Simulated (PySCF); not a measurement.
Bonding in `CC(C)N([SiH3])C(C)C`

C6H17NSi.
SMILES with atom numbers: `[CH3:1][CH:2]([CH3:3])[N:4]([SiH3:5])[CH:6]([CH3:7])[CH3:8]` (hydrogens: H9, H10, H11 on C1; H12 on C2; H13, H14, H15 on C3; H16, H17, H18 on Si5; H19 on C6; H20, H21, H22 on C7; H23, H24, H25 on C8)

Structure used (PBE0-D3(BJ)/def2-SVP), in Å, numbered top down from 1:
```xyz
25
C6H17NSi angstrom
C      1.9740    0.3337   -1.0432
C      0.8839    0.4237    0.0214
C      1.4655    0.3698    1.4320
N     -0.1625   -0.5773   -0.1863
Si     0.0501   -2.2549    0.2085
C     -1.5089   -0.0969   -0.4878
C     -2.1304    0.6873    0.6676
C     -1.5629    0.6839   -1.7985
H      2.5035   -0.6300   -0.9824
H      2.7199    1.1347   -0.9201
H      1.5383    0.4149   -2.0493
H      0.4046    1.4109   -0.0876
H      1.9881   -0.5850    1.6100
H      2.1970    1.1767    1.5933
H      0.6708    0.4655    2.1865
H     -0.8261   -3.0611   -0.6964
H      1.4785   -2.6463    0.0098
H     -0.3149   -2.6339    1.6174
H     -2.1280   -1.0005   -0.6332
H     -1.5758    1.6187    0.8647
H     -3.1714    0.9663    0.4428
H     -2.1254    0.0886    1.5907
H     -2.6004    0.9504   -2.0523
H     -1.1461    0.0841   -2.6207
H     -0.9895    1.6224   -1.7356
```

Bond orders from the PBE0/pcSseg-1 density (PySCF). The structure is a single PBE0-D3(BJ)/def2-SVP conformer in the gas phase; no vibrational or solvent corrections.

Q: Where do the orders between heavy atoms depart from those drawn in the SMILES?

A: The largest departure is 0.137, at C2–N4 (drawn single, 0.863). Drawn single, order below 0.88: C2–N4 (0.863).

Q: Give the Mayer order of every bond between heavy atoms, beside its length.

A: 
| bond | drawn as | length (Å) | Mayer order |
| --- | --- | --- | --- |
| C1–C2 | single | 1.526 | 1.040 |
| C2–C3 | single | 1.527 | 1.050 |
| C2–N4 | single | 1.463 | 0.863 |
| N4–Si5 | single | 1.736 | 0.964 |
| N4–C6 | single | 1.461 | 0.949 |
| C6–C7 | single | 1.528 | 1.026 |
| C6–C8 | single | 1.527 | 1.035 |

By pair of heavy elements: C–C: lowest C6–C7 (1.026, 1.528 Å), highest C2–C3 (1.050, 1.527 Å). C–N: lowest C2–N4 (0.863, 1.463 Å), highest N4–C6 (0.949, 1.461 Å).

Q: And the bonds to hydrogen?

A: C–H: 0.93 to 0.96 (14 bonds); H–Si: 0.90 to 0.94 (3 bonds).

Q: Sum the orders of all bonds at each heavy atom with more than one neighbour and set the sums beside the valence in the SMILES.

A: C1 3.921 (drawn 4), C2 3.879 (drawn 4), C3 3.921 (drawn 4), N4 2.776 (drawn 3), Si5 3.734 (drawn 4), C6 3.951 (drawn 4), C7 3.902 (drawn 4), C8 3.911 (drawn 4). Orders between atoms that aren't bonded are not in these sums.

For a closed shell the Mayer order of atoms A and B is Σ (PS)μν (PS)νμ over the basis functions μ on A and ν on B, with P the density and S the overlap matrix.
